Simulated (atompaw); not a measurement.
helium: PAW (atompaw) pseudisation with LDA (PW92), scalar-relativistic reference atom.

| Property | Result |
| --- | --- |
| Element | He (Z = 2) |
| Generator | atompaw 4.2.0.5 |
| Type | PAW |
| Functional | LDA (PW92) |
| Relativity | scalar-relativistic |
| Frozen core | none |
| Valence charge | 2 |
| Reference configuration | 1s2 |
| Partial waves | 1s (bound): rc 0.50 bohr; 1s channel at 0.1 Ry: rc 0.50 bohr; 2p channel at 0.3 Ry: rc 0.50 bohr |
| Local potential | ultrasoft scheme with l = 2 at -0.5 Ry, radius 0.35 bohr |
| Core correction | none |
| Augmentation charge | sinc compensation charge, radius 0.45 bohr; PAW radius 0.50 bohr; waves and projectors: custom polynom vanderbiltortho |

All-electron outer shells of the reference configuration (LDA (PW92), scalar-relativistic, ld1.x):

```tsv
shell	level (eV)	outermost node (bohr)	outermost maximum (bohr)
1s	-15.52	–	0.57
```

Calculated quality:

* Cutoffs needed: 110 Ry and 160 Ry (the cutoffs (Ry, on a coarse ladder) from which the occupation-weighted sum of valence levels, in a spherical-Bessel basis at the reference potential, stays within 10 and 1 mRy of its value at 400 Ry)
* Ghost test: no extra level below or beside the all-electron valence levels (s, p, d, f tested) (spherical-Bessel basis up to 400 Ry, 20 bohr box)
* Lowest eigenvalue of the overlap operator: 0.99 (s channel)
* Overlap eigenvalues printed by atompaw (projector basis): 2.76, 423, 1.69e+06
* Share of each valence orbital outside the PAW sphere: 1s 77 %

Generation and tests took about 0.34 s on one core of a shared server CPU.
